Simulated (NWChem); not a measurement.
System: C₂H₃F₂, doublet; SMILES C[C](F)F

Output (shortened):

```
             Northwest Computational Chemistry Package (NWChem) 7.3.0
             --------------------------------------------------------

                             Geometry "geometry" -> ""
                             -------------------------

 Output coordinates in angstroms (scale by  1.889725989 to convert to a.u.)

  No.       Tag          Charge          X              Y              Z
 ---- ---------------- ---------- -------------- -------------- --------------
    1 C                    6.0000     0.03962500     1.39180100     0.00000000
    2 C                    6.0000    -0.29228400    -0.05266800     0.00000000
    3 F                    9.0000     0.07180000    -0.72159600    -1.08716900
    4 F                    9.0000     0.07180000    -0.72159600     1.08716900
    5 H                    1.0000     1.13612200     1.53873100     0.00000000
    6 H                    1.0000    -0.37641600     1.87421300    -0.89420600
    7 H                    1.0000    -0.37641600     1.87421300     0.89420600

 Effective nuclear repulsion energy (a.u.)     123.6721173956

                                 NWChem DFT Module
                                 -----------------

 Summary of "ao basis" -> "ao basis" (spherical)
 ------------------------------------------------------------------------------
       Tag                 Description            Shells   Functions and Types
 ---------------- ------------------------------  ------  ---------------------
 C                          def2-svp                 6       14   3s2p1d
 F                          def2-svp                 6       14   3s2p1d
 H                          def2-svp                 3        5   2s1p

 in cosmo_initialize ...
 calling solv_data for solv:dioxane

 solvent parameters
 solvname_short: dioxane
 solvname_long:  1,4-dioxane
 dielec:        2.2099
 dielecinf:     2.0232
 nonaqueous SMD model solvent descriptors
 dielec:        2.2099
 sola:          0.0000
 solb:          0.6400
 solc:          0.0000
 solg:         47.1400
 solh:          0.0000
 soln:          1.4224

          ---------------
          -cosmo- solvent
          ---------------
 Cosmo: York-Karplus, doi: 10.1021/jp992097l
 dielectric constant -eps-     =   2.21
 screen = (eps-1)/(eps    )    =   0.54749
 surface charge correction     = lagrangian

   van der Waals surface
 --------------------------

 ---------- ATOMIC COORDINATES (A.U.) ------------ VDWR(ANG.) --
     1    0.07488039    2.63012252    0.00000000     1.850
     2   -0.55233667   -0.09952809    0.00000000     1.850
     3    0.13568233   -1.36361871   -2.05445151     1.730
     4    0.13568233   -1.36361871    2.05445151     1.730
     5    2.14695927    2.90777996    0.00000000     1.200
     6   -0.71132310    3.54174901   -1.68980432     1.200
     7   -0.71132310    3.54174901    1.68980432     1.200
 number of segments per atom =        128
 number of   points per atom =        128
 atom (   nspa,  nppa )
 ----------------------
    1 (     62,     0 )       0
    2 (     32,     0 )       0
    3 (     81,     0 )       0
    4 (     81,     0 )       0
    5 (     56,     0 )       0
    6 (     56,     0 )       0
    7 (     56,     0 )       0
 number of -cosmo- surface points =      424
 molecular surface =     89.196 angstrom**2
 molecular volume  =     65.556 angstrom**3
 -lineq- algorithm             =   0
 -bem- low  level              =   3
 -bem- from -octahedral-
 gaussian surface charge width =   4.50000
 degree of switching           =   1.00000
 switching function tolerance  =   0.00010
 atomic radii =
 --------------
    1  6.000  1.850
    2  6.000  1.850
    3  9.000  1.730
    4  9.000  1.730
    5  1.000  1.200
    6  1.000  1.200
    7  1.000  1.200
 ...... end of -cosmo- initialization ......

 nat:                     7
 ixmem:                  2814
 calling mnsol_interface()
 G(SMD-CDS) energy (kcal/mol)  =     1.405
 SMD-CDS SASA (angstrom**2)    =   107.529

            General Information
            -------------------
          SCF calculation type: DFT
          Wavefunction type:  spin polarized.
          No. of atoms     :     7
          No. of electrons :    33
           Alpha electrons :    17
            Beta electrons :    16
          Charge           :     0
          Spin multiplicity:     2
          Use of symmetry is: off; symmetry adaption is: off
          Maximum number of iterations: 150
          AO basis - number of functions:    71
                     number of shells:    33
          Convergence on energy requested:  1.00D-06
          Convergence on density requested:  1.00D-05
          Convergence on gradient requested:  5.00D-04

              XC Information
              --------------
                         B3LYP Method XC Potential
                     Hartree-Fock (Exact) Exchange  0.200
                        Slater Exchange Functional  0.800 local
                    Becke 1988 Exchange Functional  0.720 non-local
              Lee-Yang-Parr Correlation Functional  0.810
                  VWN I RPA Correlation Functional  0.190 local

             Grid Information
             ----------------
          Grid used for XC integration:  medium
          Radial quadrature: Mura-Knowles
          Angular quadrature: Lebedev.
          Tag              B.-S. Rad. Rad. Pts. Rad. Cut. Ang. Pts.
          ---              ---------- --------- --------- ---------
          C                   0.70       49           8.0       434
          F                   0.50       49           9.0       434
          H                   0.35       45           7.0       434
          Grid pruning is: on
          Number of quadrature shells:   331
          Spatial weights used:  Erf1

      Superposition of Atomic Density Guess
      -------------------------------------

 Sum of atomic energies:        -275.33248082

      Non-variational initial energy
      ------------------------------

 Total energy =    -276.843598
 1-e energy   =    -626.072647
 2-e energy   =     225.556931
 HOMO         =      -0.080528
 LUMO         =       0.132885

[...]

                                COSMO-SMD solvation results
                                ---------------------------

             internal energy in gas <Psi(g)|H|Psi(g)> =      -277.431016806206
         internal energy in solvent <Psi(s)|H|Psi(s)> =      -277.430877300340
                               delta internal energy  =         0.000139505866 (    0.09 kcal/mol)
   total free energy in solvent <Psi(s)|H+V/2|Psi(s)> =      -277.433101501216
 polarization energy contribution <Psi(s)|V/2|Psi(s)> =        -0.002224200875 (   -1.40 kcal/mol)
    total free energy in solvent including G(SMD-CDS) =      -277.430861991087
                       G(SMD-CDS) energy contribution =         0.002239510128 (    1.41 kcal/mol)
     1 M fixed-concentration free energy of solvation =         0.000154815119 (    0.10 kcal/mol)

                    DFT Final Alpha Molecular Orbital Analysis
                    ------------------------------------------

 Vector   15  Occ=1.000000D+00  E=-3.999462D-01
              MO Center= -6.3D-02,  6.1D-01,  1.0D-08, r^2= 2.8D+00
   Bfn.  Coefficient  Atom+Function         Bfn.  Coefficient  Atom+Function
  ----- ------------  ---------------      ----- ------------  ---------------
     6      0.348475  1 C  pz                33     -0.274329  3 F  py
    47      0.274329  4 F  py                62     -0.253019  6 H  s
    67      0.253019  7 H  s                 34      0.191559  3 F  pz
    48      0.191559  4 F  pz                36      0.183517  3 F  py
    50     -0.183517  4 F  py                37     -0.129954  3 F  pz

 Vector   16  Occ=1.000000D+00  E=-3.973356D-01
              MO Center= -1.1D-02,  4.7D-01, -3.0D-08, r^2= 2.5D+00
   Bfn.  Coefficient  Atom+Function         Bfn.  Coefficient  Atom+Function
  ----- ------------  ---------------      ----- ------------  ---------------
     5      0.322339  1 C  py                33     -0.323088  3 F  py
    47     -0.323088  4 F  py                36      0.219168  3 F  py
    50      0.219168  4 F  py                19     -0.217932  2 C  py
    62      0.175477  6 H  s                 67      0.175477  7 H  s
     4     -0.170802  1 C  px                 8      0.141340  1 C  py

 Vector   17  Occ=1.000000D+00  E=-2.134567D-01
              MO Center= -3.6D-01, -5.2D-02, -6.7D-10, r^2= 1.7D+00
   Bfn.  Coefficient  Atom+Function         Bfn.  Coefficient  Atom+Function
  ----- ------------  ---------------      ----- ------------  ---------------
    18      0.577285  2 C  px                17     -0.504561  2 C  s
     3      0.320779  1 C  s                 21      0.308983  2 C  px
    32      0.270876  3 F  px                46      0.270876  4 F  px
    58     -0.232852  5 H  s                 35     -0.221060  3 F  px
    49     -0.221060  4 F  px                16     -0.171577  2 C  s

 Vector   18  Occ=0.000000D+00  E= 7.575366D-02
              MO Center=  9.9D-02,  1.9D+00,  1.1D-07, r^2= 4.4D+00
   Bfn.  Coefficient  Atom+Function         Bfn.  Coefficient  Atom+Function
  ----- ------------  ---------------      ----- ------------  ---------------
     3      2.881162  1 C  s                 63     -1.258560  6 H  s
    68     -1.258561  7 H  s                 58     -1.154863  5 H  s
    17     -0.622527  2 C  s                  8      0.308881  1 C  py
     2      0.198904  1 C  s                  5      0.156051  1 C  py
    21     -0.151413  2 C  px                22     -0.139813  2 C  py

 Vector   19  Occ=0.000000D+00  E= 1.171859D-01
              MO Center= -4.1D-01,  1.7D+00,  1.1D-07, r^2= 3.6D+00
   Bfn.  Coefficient  Atom+Function         Bfn.  Coefficient  Atom+Function
  ----- ------------  ---------------      ----- ------------  ---------------
    63      1.471768  6 H  s                 68     -1.471768  7 H  s
     9      1.071421  1 C  pz                 6      0.341337  1 C  pz
    20      0.243889  2 C  pz                23      0.208666  2 C  pz
    62      0.155448  6 H  s                 67     -0.155448  7 H  s
    31      0.142912  3 F  s                 45     -0.142912  4 F  s

 Vector   20  Occ=0.000000D+00  E= 1.232213D-01
              MO Center=  7.4D-01,  1.4D+00, -1.6D-07, r^2= 3.8D+00
   Bfn.  Coefficient  Atom+Function         Bfn.  Coefficient  Atom+Function
  ----- ------------  ---------------      ----- ------------  ---------------
    58      1.856190  5 H  s                  7     -1.151066  1 C  px
    63     -0.767945  6 H  s                 68     -0.767945  7 H  s
     4     -0.367542  1 C  px                17     -0.320513  2 C  s
     3     -0.263160  1 C  s                  8      0.212865  1 C  py
    22      0.208985  2 C  py                31      0.169414  3 F  s

                     DFT Final Beta Molecular Orbital Analysis
                     -----------------------------------------

 Vector   14  Occ=1.000000D+00  E=-4.150168D-01
              MO Center=  3.1D-01,  9.3D-01, -4.3D-08, r^2= 2.1D+00
   Bfn.  Coefficient  Atom+Function         Bfn.  Coefficient  Atom+Function
  ----- ------------  ---------------      ----- ------------  ---------------
     4      0.396286  1 C  px                57      0.331234  5 H  s
     7      0.198841  1 C  px                32      0.165645  3 F  px
    46      0.165645  4 F  px                33     -0.153494  3 F  py
    47     -0.153494  4 F  py                19     -0.138619  2 C  py
    35     -0.113998  3 F  px                49     -0.113998  4 F  px

 Vector   15  Occ=1.000000D+00  E=-3.979192D-01
              MO Center= -5.7D-02,  5.5D-01, -1.9D-09, r^2= 2.8D+00
   Bfn.  Coefficient  Atom+Function         Bfn.  Coefficient  Atom+Function
  ----- ------------  ---------------      ----- ------------  ---------------
     6      0.340832  1 C  pz                33     -0.281911  3 F  py
    47      0.281911  4 F  py                62     -0.247842  6 H  s
    67      0.247842  7 H  s                 34      0.196807  3 F  pz
    48      0.196807  4 F  pz                36      0.189922  3 F  py
    50     -0.189922  4 F  py                37     -0.133917  3 F  pz

 Vector   16  Occ=1.000000D+00  E=-3.908060D-01
              MO Center= -2.5D-02,  4.2D-01, -1.3D-08, r^2= 2.4D+00
   Bfn.  Coefficient  Atom+Function         Bfn.  Coefficient  Atom+Function
  ----- ------------  ---------------      ----- ------------  ---------------
     5      0.339173  1 C  py                33     -0.324952  3 F  py
    47     -0.324951  4 F  py                19     -0.226353  2 C  py
    36      0.220764  3 F  py                50      0.220764  4 F  py
    62      0.169218  6 H  s                 67      0.169218  7 H  s
     8      0.160648  1 C  py                 3     -0.149586  1 C  s

 Vector   17  Occ=0.000000D+00  E=-5.294372D-02
              MO Center= -4.4D-01,  1.5D-02,  9.1D-09, r^2= 1.8D+00
   Bfn.  Coefficient  Atom+Function         Bfn.  Coefficient  Atom+Function
  ----- ------------  ---------------      ----- ------------  ---------------
    17      0.618974  2 C  s                 18     -0.525867  2 C  px
     3     -0.484247  1 C  s                 58      0.416178  5 H  s
    21     -0.390252  2 C  px                32     -0.231690  3 F  px
    46     -0.231690  4 F  px                35      0.203964  3 F  px
    49      0.203964  4 F  px                57      0.157333  5 H  s

 Vector   18  Occ=0.000000D+00  E= 7.784074D-02
              MO Center=  1.1D-02,  1.9D+00,  1.4D-07, r^2= 4.4D+00
   Bfn.  Coefficient  Atom+Function         Bfn.  Coefficient  Atom+Function
  ----- ------------  ---------------      ----- ------------  ---------------
     3      2.823051  1 C  s                 63     -1.302461  6 H  s
    68     -1.302461  7 H  s                 58     -1.047922  5 H  s
    17     -0.539395  2 C  s                  8      0.352208  1 C  py
     2      0.191466  1 C  s                 21     -0.178276  2 C  px
     5      0.171219  1 C  py                 1     -0.132488  1 C  s

 Vector   19  Occ=0.000000D+00  E= 1.190578D-01
              MO Center= -4.2D-01,  1.8D+00,  1.4D-08, r^2= 3.6D+00
   Bfn.  Coefficient  Atom+Function         Bfn.  Coefficient  Atom+Function
  ----- ------------  ---------------      ----- ------------  ---------------
    63      1.520424  6 H  s                 68     -1.520424  7 H  s
     9      1.126472  1 C  pz                 6      0.352782  1 C  pz
    20      0.204443  2 C  pz                62      0.148715  6 H  s
    67     -0.148715  7 H  s                 23      0.132777  2 C  pz
    31      0.105284  3 F  s                 45     -0.105284  4 F  s

   alpha - beta orbital overlaps
   -----------------------------

   alpha      1      2      3      4      5      6      7      8      9     10
    beta      1      2      3      4      5      6      7      8      9     11
 overlap   1.000  1.000  1.000  1.000  1.000  1.000  0.998  0.994  0.999  0.972

   alpha     11     12     13     14     15     16     17     18     19     20
    beta     10     12     13     14     15     16     17     18     19     20
 overlap   0.983  0.875  0.876  0.996  0.999  0.997  0.982  0.997  0.998  0.993

   alpha     21     22     23     24     25     26     27     28     29     30
    beta     21     22     23     24     25     26     27     28     29     30
 overlap   0.997  0.995  0.999  0.955  0.935  0.994  0.952  0.994  0.912  0.996

[...]
```

Level: B3LYP/def2-SVP, spin-unrestricted, SMD on the gas-phase geometry. In the optimisation the excess spin sits in a' (Cs, its own frame). All runs use the structure optimised with PBE0/def2-SVP, spin-unrestricted. No stability test was run on the SCF state. Solvent: 1,4-dioxane.

Write an input that gives this output.

This is not unique; one that fits is the input that was run:
```
start job
memory heap 200 mb stack 900 mb global 1100 mb
geometry units angstroms noautosym nocenter noautoz
  C      0.039625     1.391801     0.000000
  C     -0.292284    -0.052668     0.000000
  F      0.071800    -0.721596    -1.087169
  F      0.071800    -0.721596     1.087169
  H      1.136122     1.538731     0.000000
  H     -0.376416     1.874213    -0.894206
  H     -0.376416     1.874213     0.894206
end
basis spherical
  C library def2-svp
  F library def2-svp
  H library def2-svp
end
dft
  odft
  mult 2
  xc b3lyp
  iterations 150
end
cosmo
  do_cosmo_smd true
  solvent dioxane
end
task dft energy
```
